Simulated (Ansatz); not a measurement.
Pair of molecules: N2 (SMILES N#N) (first 2 atoms) with HI (SMILES I); geometry from B3LYP-D3(BJ)/def2-TZVP.
(charge 0, multiplicity 1):
```tsv
atom	x (Å)	y (Å)	z (Å)
N	0.1017	0.1100	-1.0051
N	0.2101	0.1195	0.0801
I	0.5059	0.1592	4.2894
H	0.4214	0.1429	2.6765
```

Monomers are frozen at their geometry in the pair; levels with a basis set take the counterpoise correction.

Correlated levels freeze the cores. Filled d and f shells under p-block atoms count as core.

Codes used: Ansatz (an electronic-structure program). Each number belongs to the level named beside it. In def2 rows elements past Kr take small-core potentials, without spin–orbit coupling.

Problem. What interaction energy does PBE/def2-TZVPPD give?

Solution. -0.6 kcal/mol
